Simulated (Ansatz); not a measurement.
A nudged elastic band was laid between two geometries of CH4STe (7 atoms, charge 0, multiplicity 1).

All numbers below come from RKS PBE0-D4/def2-SVP (Ansatz 0.2.0).

```
movable images  : 7
climbing image  : yes
spring          : 5.0 eV/Å²
optimiser       : quadratic models (default)
start path      : through a guess of the saddle point
force threshold : 0.05 eV/Å
iteration limit : 60
end points      : relaxed
```

First end point:

```xyz
7
Properties=species:S:1:pos:R:3
C -0.893 0.612 -0.289
Te 0.379 0.275 1.417
S 1.412 -1.748 0.608
H -1.497 -0.286 -0.466
H -0.286 0.854 -1.169
H -1.549 1.460 -0.040
H 2.435 -1.167 -0.060
```

Last end point:

```xyz
7
Properties=species:S:1:pos:R:3
C -0.890 0.617 -0.292
Te 0.440 0.347 1.382
S 2.149 -0.871 0.192
H -1.282 -0.353 -0.618
H -0.347 1.113 -1.106
H -1.714 1.258 0.054
H 1.644 -2.111 0.388
```

(1) What changes between the two ends?

(2) Give the energies along the band, and the barrier.

(3) What is the geometry of the highest image?

(4) What are the harmonic wavenumbers there?

## Answers

(1) No bond is made or broken. The dihedral C1–Te2–S3–H7 goes from 88 to -89°. The two ends are copies of one structure, up to a mirror image or an exchange of like atoms.

(2) It converged. The highest image is number 4 of 0 to 8, 0.235 eV above the ends, which have the same energy within 2 meV. A vibrational analysis at the climbing image gives one clearly imaginary mode, 231i cm⁻¹: a first-order saddle point.

```tsv
image	path coordinate (Å)	energy (eV)	dihedral C1–Te2–S3–H7 (°)
0	0.00	0.000	88
1	0.37	0.030	108
2	0.73	0.116	131
3	1.10	0.201	155
4	1.47	0.235	179
5	1.84	0.201	-156
6	2.22	0.114	-131
7	2.60	0.028	-107
8	2.98	0.000	-89
```

(3) 
```xyz
7
Properties=species:S:1:pos:R:3
C -0.970 0.644 -0.291
Te 0.587 0.413 1.169
S 1.532 -1.470 -0.096
H -1.507 -0.308 -0.400
H -0.538 0.967 -1.247
H -1.656 1.413 0.092
H 2.552 -1.659 0.772
```

(4) 231i, 144, 156, 349, 542, 742, 850, 865, 1247, 1424, 1442, 2710, 3073, 3197, 3212 cm⁻¹.

Run time: 2.9 min on 1 thread of Arm Neoverse V2, on a shared host, peak memory 0.16 GiB.
